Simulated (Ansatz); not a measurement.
`O[SiH2][SiH](O)F` + H₂O → `O[SiH](O)F` + `O[SiH3]`  (formal hydrolysis of the Si–Si bond)

Gas-phase electronic energies from Ansatz, PBE0-D4/def2-TZVP geometries. CBS: MP2 limit from def2 TZ/QZ plus the TZ coupled-cluster correction, frozen cores. This one scheme is used for every species. DFT in def2-TZVPP. Each species was taken in one conformer, which may not be the lowest.

`O[SiH2][SiH](O)F`:

Cartesian coordinates in Å:
```
O 0.566 -1.391 0.944
Si -0.778 -0.842 0.131
Si 0.049 1.210 -0.663
O 1.357 1.545 0.260
F 0.463 1.043 -2.201
H 0.533 -2.254 1.359
H -1.937 -0.684 1.056
H -1.192 -1.795 -0.937
H -0.848 2.386 -0.608
H 1.787 0.783 0.659
```

H₂O:

Z-matrix (Å, degrees):
```
O
H 1 0.960
H 1 0.960 2 105.1
```

`O[SiH](O)F`:

Cartesian coordinates in Å:
```
O -0.310 1.290 -0.295
Si 0.181 -0.262 -0.222
O 0.626 -0.595 1.298
F -1.036 -1.179 -0.695
H -0.890 1.554 -1.010
H 1.319 -0.577 -1.094
H 0.109 -0.232 2.019
```

`O[SiH3]`:

Z-matrix (Å, degrees):
```
Si
O 1 1.648
H 1 1.489 2 111.7
H 1 1.489 2 111.7 3 120.9
H 1 1.481 2 105.9 3 -119.6
H 2 0.957 1 117.9 3 -60.5
```

| level | ΔE (kcal/mol) | difference from CCSD(T)/CBS |
| --- | --- | --- |
| revPBE-D4 | -26.8 | 6.0 |
| B97M-V | -33.2 | -0.4 |
| r2SCANh-D4 | -33.1 | -0.3 |
| ωB97X-V | -32.4 | 0.4 |
| B2PLYP | -34.7 | -1.9 |
| r2SCAN | -33.0 | -0.2 |
| LC-ωPBE | -31.9 | 0.9 |
| CCSD(T)/def2-SVP | -32.8 | 0.0 |
| CCSD(T)/def2-TZVPP | -33.8 | -1.0 |
| SCS-MP2/def2-QZVPP | -35.5 | -2.7 |
| CCSD(T)/CBS | -32.8 | 0 |

Largest T1 diagnostic among the species: 0.012.

The D4 term adds +1.7 kcal/mol with B3LYP and +1.0 kcal/mol with PBE0; it sums over pairs of atoms, weighted by their polarisabilities, and B3LYP, whose exchange is more repulsive, gets the larger term. From PBE to PBE0 (25 % exact exchange), in def2-TZVPP and without D4, ΔE moves by −2.3 kcal/mol.

CCSD(T)/CBS has its own doubt, a few kJ/mol and more with outer-core shells, so smaller differences from it don't rank the levels.

B3LYP here is the variant with VWN-RPA as its local correlation; programs differ in this.
